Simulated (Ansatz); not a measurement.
Reaction R1 → 1.5 P1 + 0.5 P2, each structure at its B3LYP-D3(BJ)/def2-TZVP stationary point, reached from a drawn start (curvature not checked).
R1: C2H2 (SMILES C#C), charge 0, multiplicity 1.
P1: C atom, charge 0, multiplicity 3.
P2: CH4 (SMILES C), charge 0, multiplicity 1.

P less R. No zero-point or thermal terms; singlets are restricted closed shells; open shells are unrestricted; no spin–orbit coupling.

Frozen-core correlation throughout.

The values were computed with Ansatz (Gaussian basis) for Hartree–Fock, density functionals and correlated methods. Each number belongs to the level named beside it.

Total energies in hartree:

```json
[
 {"structure": "R1", "PBE/def2-TZVPP": "-77.251947", "B3LYP/def2-TZVPP": "-77.365581", "CCSD(T)/cc-pVQZ": "-77.209138"},
 {"structure": "P1", "PBE/def2-TZVPP": "-37.795970", "B3LYP/def2-TZVPP": "-37.859478", "CCSD(T)/cc-pVQZ": "-37.786540"},
 {"structure": "P2", "PBE/def2-TZVPP": "-40.464286", "B3LYP/def2-TZVPP": "-40.539117", "CCSD(T)/cc-pVQZ": "-40.450883"}
]
```

### Question
Work out the reaction energy at each level in kcal/mol (1 hartree = 627.50947 kcal/mol), and say how far PBE/def2-TZVPP lies from CCSD(T)/cc-pVQZ.

### Answer
- PBE/def2-TZVPP: 1.5 × (-37.795970) + 0.5 × (-40.464286) − (-77.251947) = 0.325849 hartree = 204.47 kcal/mol
- B3LYP/def2-TZVPP: 1.5 × (-37.859478) + 0.5 × (-40.539117) − (-77.365581) = 0.306805 hartree = 192.52 kcal/mol
- CCSD(T)/cc-pVQZ: 1.5 × (-37.786540) + 0.5 × (-40.450883) − (-77.209138) = 0.303886 hartree = 190.69 kcal/mol
PBE/def2-TZVPP less CCSD(T)/cc-pVQZ: 13.78 kcal/mol. CCSD(T)/cc-pVQZ is the level counted from, the highest shown, and no exact or measured value.

Ansatz is an electronic-structure program.
